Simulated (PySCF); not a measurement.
Isomers C$_{8}$H$_{10}$Si:

A. `CC#CC#C/C=C/C[SiH3]`
B. `C=CC1=C[SiH2]C=C1C=C`
C. `[SiH3]Cc1ccc2c(c1)C2`

Spectrum 1. 1H NMR (400 MHz, computed): δ 6.82 (m, 2H), 6.15 (t, 2H), 5.62 (m, 2H), 5.58 (m, 2H), 4.74 (m, 2H). 13C{1H} NMR (computed): δ 166.9 (C), 143.2 (CH), 135.5 (CH), 128.7 (CH2).

Spectrum 2. 1H NMR (400 MHz, computed): δ 7.27 (d, 1H), 7.12 (s, 1H), 7.06 (d, 1H), 3.92 (t, 3H), 3.32 (s, 2H), 2.25 (q, 2H). 13C{1H} NMR (computed): δ 146.4 (C), 133.8 (CH), 132.5 (C), 128.0 (C), 119.9 (CH), 118.8 (CH), 21.9 (CH2), 20.1 (CH2).

Spectrum 3. 1H NMR (400 MHz, computed): δ 6.45 (m, 1H), 5.58 (d, 1H), 3.89 (t, 3H), 2.07 (s, 3H), 1.81 (m, 2H). 13C{1H} NMR (computed): δ 154.1 (CH), 115.9 (CH), 86.4 (C), 85.1 (C), 75.5 (C), 71.4 (C), 18.7 (CH2), 5.8 (CH3).

- GIAO PBE0/pcSseg-1 shieldings
- structure optimised with PBE0-D3(BJ)/def2-SVP
- run in PySCF
- averaged over atoms made equivalent by symmetry, fast rotation or ring inversion, a single conformation, gas phase, relativity neglected

Scale: 1H, 13C against TMS (reference shieldings calculated alike). Where no couplings were computed, multiplicities follow the n + 1 count of equivalent neighbours, and m marks all less simple cases (inequivalent or close neighbours, rings, F or P nearby). Shifts are as computed. Against solution values, carbons near 30 ppm lie about +2 ppm off and those near 130 ppm about +5 ppm. Of 1211 compounds with measured shifts, 218 miss one by over three times the rms of a fit or turn the order of signals round; such compounds aren't used in these exercises.

**Question.** Which spectrum belongs to which compound?

**Answer.** 1–B, 2–C, 3–A.

- Spectrum 1 (B): 4 13C signals; δC 143.2 is an alkene CH; δC 135.5 is an alkene CH.
- Spectrum 2 (C): 8 13C signals; δC 133.8 is an aromatic CH; δC 21.9 is a three-membered-ring carbon.
- Spectrum 3 (A): 8 13C signals; δC 154.1 is an alkene CH; δC 115.9 is an alkene CH.
